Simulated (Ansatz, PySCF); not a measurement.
Input for PySCF:
```python
from pyscf import gto, scf, dft

mol = gto.M(
    atom='''
F    -0.86383509   -1.20521111   -0.44452213
As    0.01084277   -0.00481260    0.37118157
F     1.46023873   -0.12505297   -0.49840690
F    -0.63616046    1.34791028   -0.41807005
''',
    basis='sto-3g',
    charge=1,
    spin=1,
    verbose=4,
)

mf = dft.UKS(mol)
mf.xc = 'b3lyp'
mf.grids.atom_grid = (99, 590)
mf.grids.prune = None
mf.kernel()
```

Task: Write the same job for Ansatz (an electronic-structure program).

Result: This is not unique; one that fits is 
Ansatz 0.2 input:
```yaml
crystal:
  periodic: [false, false, false]
  atoms:
    - {symbol: F, position_ang: [-0.86383509, -1.20521111, -0.44452213]}
    - {symbol: As, position_ang: [0.01084277, -0.00481260, 0.37118157]}
    - {symbol: F, position_ang: [1.46023873, -0.12505297, -0.49840690]}
    - {symbol: F, position_ang: [-0.63616046, 1.34791028, -0.41807005]}
basis:
  gaussian:
    orbitals: STO-3G
hamiltonian:
  xc: b3lyp
total_charge: 1
magnetization: {spin_polarized: true, initial_magnetization: 1}
accuracy: high
```

Both were run: PySCF gave -2505.442727 Eh and Ansatz -2505.442725 Eh, 0.002 mEh apart.
